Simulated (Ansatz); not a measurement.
Species: HgCl$_{2}$, charge 0, singlet. HgCl2 (SMILES [Cl][Hg][Cl]).
B3LYP-D3(BJ)/def2-TZVP minimum from Ansatz (an electronic-structure program):
```
Hg
Cl 1 2.2848
Cl 1 2.2848 2 180.00
```
Charge 0, spin multiplicity 1.

Atomisation energy term by term, kcal/mol (programs: Ansatz). Radicals and triplets start from unrestricted determinants; spin-orbit coupling is neglected. Correlated methods leave the cores frozen (noble-gas shells, and filled d and f shells in the p block). Past Kr the def2 sets carry scalar-relativistic core potentials. CBS(X,Y): correlation extrapolated as X^-3, Hartree-Fock from the larger set. A bracket is a step between two methods taken in the basis named.

| term | basis | kcal/mol |
|---|---|---|
| Hartree-Fock | def2-QZVPP | 72.56 |
| CCSD correlation | CBS(def2-TZVPP,def2-QZVPP) | 30.67 |
| (T) | CBS(def2-TZVPP,def2-QZVPP) | 4.91 |
| CCSDT(Q) - CCSD(T) | def2-SVP | 0.30 |
| sum: De |  | 108.4 |
